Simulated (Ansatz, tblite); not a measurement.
Clusters of 3 atoms, III-V: E(high spin) − E(low spin) (eV) at several levels, gas phase, relaxed structures; Ansatz, xTB through tblite. Each state is relaxed at the level in the geometry column; the other columns are single points. Clusters are the lowest isomers that short searches found in that spin, judged at the geometry's level. Core potentials for In, Sb in the def2 sets, no spin–orbit coupling. xTB has no spin-polarisation term. The structures are stationary points that may keep the symmetry of their start. Correlated methods freeze inner cores and use unrestricted references for open shells. Remarks come from the PBE and PBE0 runs and from stability tests at other levels; not every state was tested.

```tsv
species	state	geometry	GFN1-xTB	GFN2-xTB	PBE-D4/def2-TZVP	r2SCAN-D4/def2-TZVP	PBE0-D4/def2-TZVP	RPA@PBE/def2-TZVP	remarks
Al2Sb	quartet − doublet	PBE-D4/def2-TZVP	2.46	1.01	0.60	0.48	0.51	0.68	spin-contaminated (⟨S²⟩ up to 0.87)
BAs2	quartet − doublet	PBE-D4/def2-TZVP	1.65	1.40	0.76	0.52	0.53	0.65	–
Ga2P	quartet − doublet	B3LYP-D4/def2-TZVP	2.47	2.72	1.13	0.95	1.04	1.06	–
Al2N	quartet − doublet	PBE0-D4/def2-TZVP	7.00	3.90	3.07	2.72	2.94	3.08	–
B2Sb	quartet − doublet	r2SCAN-D4/def2-TZVP	1.86	1.93	1.21	1.00	1.10	1.20	spin-contaminated (⟨S²⟩ up to 0.90)
B2As	quartet − doublet	PBE-D4/def2-TZVP	1.82	2.02	1.17	0.90	1.04	1.24	–
```

(1) Estimate the rows for InN2 (quartet − doublet, r2SCAN-D4/def2-TZVP geometry); GaP2 (quartet − doublet, PBE0-D4/def2-TZVP geometry).

(1) 
```
species              state             geometry  GFN1-xTB  GFN2-xTB  PBE-D4/def2-TZVP  r2SCAN-D4/def2-TZVP  PBE0-D4/def2-TZVP  RPA@PBE/def2-TZVP
   InN2  quartet − doublet  r2SCAN-D4/def2-TZVP      5.16      4.12              4.10                 3.75               3.87               3.93
   GaP2  quartet − doublet    PBE0-D4/def2-TZVP      1.81      1.77              1.54                 1.38               1.43               1.60
```

Over the 8 species that have every level, the mean is 3.03 at GFN1-xTB, 2.36 at GFN2-xTB, 1.70 at PBE-D4/def2-TZVP, 1.46 at r2SCAN-D4/def2-TZVP, 1.56 at PBE0-D4/def2-TZVP, 1.68 at RPA@PBE/def2-TZVP.
